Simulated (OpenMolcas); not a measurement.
**Bi3+: from CASSCF to CASPT2**

```yaml
Program: OpenMolcas
Basis: ANO-RCC-VTZP [8s7p5d3f2g]
Scalar_Hamiltonian: DKH2, point nucleus
Active_space: 2 electrons in 8 orbitals (6s 6p 7s 7p)
State_averaging: 2S+1 = 3 even, 3 roots; 2S+1 = 1 even, 7 roots; 2S+1 = 3 odd, 3 roots; 2S+1 = 1 odd, 3 roots
Spin-orbit_coupling: state interaction with AMFI integrals over the reference wave functions, term energies averaged over their components
```

Methods on the same reference wave functions:
A. CASSCF
B. SS-CASPT2, IPEA 0.25 Eh, imaginary shift 0.1 Eh (closed shells correlated: 5d)
C. MS-CASPT2, IPEA 0.25 Eh, imaginary shift 0.1 Eh (closed shells correlated: 5d)

Energies in cm-1 above 6s2 1S0, the measured ground level; measured values from Moore, Atomic Energy Levels, vol. III, NSRDS-NBS 35 (1971 reprint of NBS Circular 467, 1958).

| Level | A | B | C | Measured |
| --- | --- | --- | --- | --- |
| 6s2 1S0 | 0.0 | 0.0 | 0.0 | 0.0 |
| 6s 6p 3P* 0 | 67875 | 73290 | 73500 | 70968 |
| 6s 6p 3P* 1 | 73269 | 77910 | 78130 | 75926 |
| 6s 6p 3P* 2 | 89862 | 95270 | 95490 |  |
| 6s 6p 1P* 1 | 118636 | 111700 | 111920 | 114602 |
| 6p2 3P0 | 176752 | 180590 | 180790 | 166552 |

Deviations, from unrounded energies. A percentage is the sum of absolute deviations over the sum of measured energies, with the sign that they share, or ± where signs differ.

```csv
Against measurement,Levels,A,B,C
mean absolute deviation (cm-1),4,5000,5300,5400
other configurations (%),4,±4.7,±5.0,±5.1
```

A lies closest to measurement on these levels and C furthest from it. The largest miss of A in the table is 6p2 3P0, by +10000 cm-1. The ranking rests on the paired levels alone, and a cruder setting can come out closer through cancelling errors.

Between B and C the level of the table that moves most is 6s 6p 3P* 0, by 220 cm-1 (lowest in B, highest in C). Moves below CASPT2's spread within the term are not significant.

The lowest spin-free term lies below A's lowest term by 0.394 hartree in B, 0.395 hartree in C.

Over all roots computed the reference weight is 0.86 to 0.94 in B, 0.86 to 0.94 in C; the roots of lowest weight are the least certain, and an intruder state may touch them. The run also gave levels led by 6s 7s, which use shells meant for correlation; these and all levels above them are left out. The ¹D term of p² mixes with s d, which this space lacks. Spin-orbit splittings of 6p shells tend to come out small when the coupling is added on scalar orbitals. Measured partners are found by configuration, term and J. A level has none where our copy of the source lacks it or the pairing is in doubt (some pairs that miss far off the trend of their configuration count as doubtful), and it then counts in no deviation. Levels of configurations outside the active space are missing. Levels that lie high or do not pair safely by name in every column are left out.

* marks odd parity.
